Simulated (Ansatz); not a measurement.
`FBF` + `[AlH2][CH2]CBr` → `FBC[CH2][AlH2]` + `FBr`  (formal exchange of groups at a B–F bond)

Calculated with Ansatz (gas phase, PBE0-D4/def2-TZVP geometries, no zero-point term in ΔE). CBS: MP2 limit from def2 TZ/QZ plus the TZ coupled-cluster correction, frozen cores. This one scheme is used for every species. DFT in def2-TZVPP. For Br outer-core shells are correlated without core-valence functions, which leaves a few kJ/mol of doubt a bond. Scalar relativity is left out up to krypton. One conformer a species, not always the lowest.

`FBF`:

Cartesian coordinates in Å:
```
F 1.267 -0.034 0.256
B -0.014 0.025 -0.028
F -0.830 -0.763 0.633
H -0.423 0.772 -0.861
```

`[AlH2][CH2]CBr`:

```xyz
10

Al    0.092   -1.691   -0.520
C    -0.137    0.265   -0.528
C     0.055    0.928    0.804
Br   -0.189    2.884    0.737
H     0.448   -2.453    0.828
H    -0.090   -2.484   -1.881
H     0.560    0.675   -1.269
H    -1.136    0.477   -0.926
H    -0.662    0.598    1.552
H     1.059    0.801    1.204
```

`FBC[CH2][AlH2]`:

Z-matrix (Å, degrees):
```
C
B 1 1.548
C 1 1.579 2 97.9
H 1 1.094 2 113.3 3 116.8
H 1 1.096 2 113.0 3 -117.7
F 2 1.329 1 119.9 3 92.4
H 2 1.200 1 122.7 3 -81.5
Al 3 1.944 1 95.1 2 -177.8
H 3 1.092 1 110.7 2 -58.5
H 3 1.092 1 110.6 2 62.4
H 8 1.587 3 118.5 1 -82.7
H 8 1.587 3 119.4 1 87.3
```

`FBr`:

Cartesian coordinates in Å:
```
F -0.647 0.107 0.582
Br 0.647 -0.107 -0.582
```

Is it downhill or uphill in electronic energy at CCSD(T)/CBS, and by how much? (Best estimate.)

The calculation gave: Uphill: ΔE = +361.7 kJ/mol.

What do these levels give: B2PLYP, HF/def2-TZVPP, SCS-MP2/def2-TZVPP, CCSD/def2-TZVPP, HF/def2-QZVPP, MP2/def2-QZVPP? (An estimate is asked.)

The calculation gave: B2PLYP 360.3, HF/def2-TZVPP 393.5, SCS-MP2/def2-TZVPP 369.3, CCSD/def2-TZVPP 368.1, HF/def2-QZVPP 388.9, MP2/def2-QZVPP 375.2 kJ/mol.

Largest T1 diagnostic among the species: 0.013.

In def2-TZVPP, CCSD(T) changes the Hartree–Fock value by −29.9 kJ/mol (the triples alone add −4.6 kJ/mol) and MP2 by −15.7 kJ/mol. From PBE to PBE0 (25 % exact exchange), in def2-TZVPP and without D4, ΔE moves by +17.9 kJ/mol.
